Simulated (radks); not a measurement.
The numbers below are computed, except where a source is named.
Species: Nb2+. Configuration: [Kr] 4d3. Code: a radial shooting solver on a logarithmic mesh with Libxc functionals. Model: scalar-relativistic Kohn-Sham, PBEsol, spin-polarised, spherical densities, point nucleus; open shells are filled with parallel spins first (spin-orbit coupling, left out, can overturn this in heavy ions); hard spherical wall at 3.5 bohr.

Radial electron density D(r) = 4 pi r^2 rho(r):

r (bohr)  D(r) (e/bohr)   spin D(r)
0.002023          2.688  -0.0000831
0.002299          3.355   -0.000104
0.002613          4.174   -0.000129
0.00297           5.175   -0.000160
0.003349          6.307   -0.000194
0.003806          7.755   -0.000239
0.004325          9.488   -0.000292
0.004916          11.54   -0.000354
0.005587          13.94   -0.000428
0.0063            16.54   -0.000507
0.00716           19.68   -0.000602
0.008138          23.19   -0.000710
0.009249          27.04   -0.000827
0.01043           30.88   -0.000946
0.01185           35.12    -0.00108
0.01347           39.32    -0.00122
0.01531           43.29    -0.00136
0.0174            46.76    -0.00150
0.01962           49.32    -0.00163
0.0223            51.09    -0.00179
0.02534           51.71    -0.00196
0.0288            51.14    -0.00218
0.03274           49.57    -0.00244
0.03691           47.53    -0.00273
0.04195           45.33    -0.00304
0.04768           43.84    -0.00317
0.05419           43.77    -0.00278
0.06159           45.60    -0.00118
0.06944           49.04     0.00240
0.07893           53.98      0.0100
0.0897            59.05      0.0238
0.102             62.70      0.0463
0.1159            63.53      0.0802
0.1306            61.12       0.124
0.1485            55.57       0.184
0.1688            48.54       0.253
0.1918            42.39       0.326
0.218             39.22       0.390
0.2458            39.70       0.429
0.2794            42.96       0.435
0.3175            46.62       0.395
0.3609            47.88       0.307
0.4101            44.96       0.188
0.4624            38.57      0.0761
0.5256            29.59    -0.00293
0.5974            20.93     0.00677
0.6789            14.62       0.144
0.7655            11.48       0.405
0.87              10.48       0.809
0.9888            10.57        1.28
1.124             10.47        1.73
1.277             9.559        2.05
1.44              7.999        2.16
1.637             5.988        2.06
1.86              4.054        1.75
2.114             2.471        1.31
2.403             1.315       0.820
2.709            0.5944       0.415
3.079            0.1510       0.114

D(r) has 4 maxima, at r = 0.0253, 0.112, 0.352, 1.04 bohr, and minima at 0.0512, 0.227, 0.898 bohr, inside which lie 2.04, 11.07, 29.38 electrons.
